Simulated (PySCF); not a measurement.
HgBr, SMILES [Hg+][Br], charge +1.

Coordinates come from a PBE0-D3(BJ)/def2-TZVP optimisation. The spin state was assumed, not searched. The def2 effective core potentials stand for the cores of Hg; spin–orbit coupling is left out.

All values below come from TDDFT-LC-ωPBE/def2-TZVPD run with PySCF.

Vertical excitations; the highest root listed may be one member of a degenerate set. Isolated molecule, no solvent. State labels are in the subgroup C2v.

Computed UV-visible absorptions:
| state | symmetry | energy (eV) | λ (nm) | f | main pairs |
|---|---|---|---|---|---|
| S1 | B2 | 2.30 | 539 | 0.003 | HOMO→LUMO (degenerate set) |
| S2 | B1 | 2.30 | 539 | 0.003 | HOMO−1→LUMO (degenerate set) |
| S3 | A1 | 4.85 | 256 | 0.206 | HOMO−2→LUMO 88 % |
| S4 | A1 | 7.05 | 176 | 0.000 | HOMO−3→LUMO (degenerate set) |
| S5 | A2 | 7.05 | 176 | 0.000 | HOMO−4→LUMO (degenerate set) |
| S6 | A2 | 7.59 | 163 | 0.000 | HOMO−1→LUMO+2 47 %, HOMO→LUMO+1 47 % |
| S7 | A2 | 7.60 | 163 | 0.000 | HOMO→LUMO+1, HOMO−1→LUMO+2 (degenerate set) |
| S8 | A1 | 7.60 | 163 | 0.000 | HOMO→LUMO+2, HOMO−1→LUMO+1 (degenerate set) |
| S9 | B2 | 7.62 | 163 | 0.002 | HOMO−5→LUMO (degenerate set) |
| S10 | B1 | 7.62 | 163 | 0.002 | HOMO−6→LUMO (degenerate set) |
| T1 | B1 | 1.76 | 706 | 0 | HOMO−1→LUMO (degenerate set) |
| T2 | B2 | 1.76 | 706 | 0 | HOMO→LUMO (degenerate set) |
| T3 | A1 | 3.03 | 409 | 0 | HOMO−2→LUMO 97 % |
| T4 | A1 | 6.66 | 186 | 0 | HOMO−3→LUMO 98 % |
Triplets are in the Tamm–Dancoff approximation, which puts them higher than full response would, so one can lie above its singlet here.
